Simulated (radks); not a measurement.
Species: Re+. Configuration: [Xe] 4f14 5d5 6s1 (the NIST ground configuration). All-electron calculation, non-relativistic Kohn-Sham, PBE, spin-polarised, spherical densities, point nucleus; open shells are filled with parallel spins first (spin-orbit coupling, left out, can overturn this in heavy ions); relativity is left out, which matters for an element this heavy. Program: a radial shooting solver on a logarithmic mesh with Libxc functionals. Some entries of the table are withheld. Estimate them.

orbital  occ.  eigenvalue (eV)  <r^2> (bohr^2)  <r> (bohr)
1s up       1        -65571.22       0.0005450     0.02020
1s down     1        -65571.22       0.0005450     0.02020
2s up       1        -10818.46        0.008521     0.08527
2s down     1        -10818.17        0.008521     0.08527
2p up       3        -10376.61        0.006298     0.07211
2p down     3        -10376.40        0.006298     0.07211
3s up       1        -2488.600         0.05329      0.2163
3s down     1        -2488.502         0.05329      0.2163
3p up       3        -2283.128         0.04924      0.2064
3p down     3        -2283.025         0.04924      0.2064
3d up       5        -1900.097         0.03822      0.1809
3d down     5        -1899.912         0.03822      0.1809
4s up       1        -510.1652          0.2609      0.4811
4s down     1        -509.9461          0.2609      0.4811
4p up       3        -423.7429          0.2701      0.4876
4p down     3        -423.5099          0.2700      0.4876
4d up       5        -265.9997          0.2920      0.5024
4d down     5        -265.7136          0.2916      0.5022
5s up       1         -77.7748           1.464       1.142
5s down     1         -75.0541           1.439       1.132
4f up       7         -59.0827          0.3953      0.5654
4f down     7         -58.5939          0.3887      0.5618
5p up       3         -52.4643           1.795       1.259
5p down     3         -49.3749           1.762       1.247
5d up       5              (1)             (2)       1.789
6s up       1         -11.7415           10.76         (3)
5d down     0              (4)             (5)       1.800

Answer. 
(1) 5d up eigenvalue (eV): -15.1893
(2) 5d up <r^2> (bohr^2): 3.773
(3) 6s up <r> (bohr): 3.090
(4) 5d down eigenvalue (eV): -11.5464
(5) 5d down <r^2> (bohr^2): 3.853
